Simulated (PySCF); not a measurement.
Exercise with solution: chemical shift, span and skew from a shielding tensor

C4H4O2, SMILES Oc1ccco1. Atoms are numbered in the order given.

```xyz
10

O      0.1354     1.9911     0.0000
C     -0.0606     0.6729     0.0000
C     -1.1655    -0.1324     0.0000
C     -0.6454    -1.4705     0.0000
C      0.7082    -1.3587     0.0000
O      1.0646    -0.0423     0.0000
H     -0.7220     2.4285     0.0000
H     -2.2066     0.1813     0.0000
H     -1.2177    -2.3958     0.0000
H      1.5262    -2.0722     0.0000
```

Geometry: PBE0-D3(BJ)/def2-SVP. One conformer was computed; it need not be the lowest.

GIAO shieldings from KT2/pcSseg-1 (PySCF), non-relativistic, no solvent. The symmetric part of the tensor of C2 has the principal values -29.8, 41.3, 72.6 ppm. The same nucleus in TMS has σ = 185.1 ppm at this level (PySCF, at its B3LYP-D3(BJ)/def2-TZVP geometry).

Question: Work out the isotropic shielding, the ¹³C shift against TMS, the span and the skew.

Answer: 
σ(iso) = (σ11 + σ22 + σ33)/3 = 28.0 ppm. δ = σ(ref) − σ(iso) = 185.1 − (28.0) = 157.1 ppm.
Span Ω = σ33 − σ11 = 102.4 ppm. Skew κ = 3(σ(iso) − σ22)/Ω = -0.39. Tumbling in solution averages the tensor to δ; in a static solid the shielding alone would spread this spin-1/2 line over Ω.
